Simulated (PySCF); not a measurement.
# How methods differ on the excitation energy of Ta⁺

Ta⁺ [Xe] 4f14 5d3 6s1 (5F) → Ta⁺ [Xe] 4f14 5d2 6s2 (3F), as a difference of total energies. Computed with PySCF 2.14 in aug-cc-pVTZ-PP with one added diffuse shell each of s, p, d, f, g type with ECP60MDF (7s7p6d4f3g, 113 functions), with a scalar-relativistic core potential. Correlated levels: valence: 5s2 5p6 frozen. The calculations carry no spin-orbit coupling.

```
           method  excitation energy (eV)
              UHF                   1.497
              LDA                   0.841
           r2SCAN                   1.698
           B2PLYP                   0.645
           M06-2X                   0.263
             TPSS                   1.128
    MP2 (valence)                   0.832
SCS-MP2 (valence)                   0.341
```

Task: Estimate what PBE gives.

Result: 1.118 eV, closest to TPSS among the rows shown.

Task: Estimate what PBE0 gives.

Result: 1.201 eV, closest to TPSS among the rows shown.

Errors of the correlated levels include the incompleteness of this basis and the frozen core.

For comparison: 0.428 eV (measured; NIST levels, between the centres of gravity of the two terms).
